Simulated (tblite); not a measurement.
A structure optimised at GFN2-xTB (Å):
```
atom  x, y, z in Å
C1    -2.0984   -0.4726   -0.7031
C2    -1.2125   -0.7720    0.5083
C3     0.1659   -0.2151    0.2985
C4     0.4426    1.1186    0.6014
C5     1.6788    1.6908    0.4014
P6     3.0551    0.8480   -0.2483
C7     2.2868   -0.7030   -0.4778
N8     1.0542   -1.0537   -0.2137
H9    -1.6648   -0.9113   -1.5984
H10   -3.0911   -0.8909   -0.5559
H11   -2.1917    0.6010   -0.8540
H12   -1.1351   -1.8515    0.6394
H13   -1.6576   -0.3350    1.4043
H14   -0.3546    1.7221    1.0163
H15    1.8170    2.7335    0.6639
H16    2.8978   -1.4999   -0.8937
```

Neutral, closed shell.

Problem. Read off the bonds between heavy atoms and their formal orders.

Solution. C1–C2 1.53 Å (single); C2–C3 1.50 Å (single); C3–C4 1.40 Å (aromatic); C4–C5 1.38 Å (aromatic); C5–P6 1.74 Å (aromatic); P6–C7 1.75 Å (aromatic); C7–N8 1.31 Å (aromatic); C3–N8 1.32 Å (aromatic). Bonds to hydrogen (Å): C1–H9 1.09; C1–H10 1.09; C1–H11 1.09; C2–H12 1.09; C2–H13 1.09; C4–H14 1.08; C5–H15 1.08; C7–H16 1.09. The orders are those of one drawing; other resonance forms can be drawn.

Problem. Write the SMILES.

Solution. `CCc1ccpcn1`, C6H8NP.

Problem. Name the point group.

Solution. C1 (no symmetry element, even within 0.4 Å).

Problem. Which rings does it hold (smallest set)?

Solution. C3–C4–C5–P6–C7–N8 (6 members, 0.00 Å rms from planarity).

Problem. Describe the place of each heavy atom.

Solution. C1: methyl carbon; C2: benzylic-type carbon; C3: substituted aromatic carbon; C4: aromatic CH carbon; C5: aromatic CH carbon; P6: phosphorus bonded to 2 C; C7: aromatic CH next to a ring nitrogen; N8: pyridine-type nitrogen.

Problem. What is the arrangement about C3?

Solution. It has 3 neighbours (C2, C4, N8) and is planar (angles 123.8°, 120.4° and 115.8°, sum 360.0°, 0.01 Å off the plane of its three neighbours).

Problem. What is the arrangement about C4?

Solution. It has 3 neighbours (C3, C5, H14) and is planar (angles 122.9°, 119.0° and 118.0°, sum 360.0°, 0.00 Å off the plane of its three neighbours).

These are computed values.
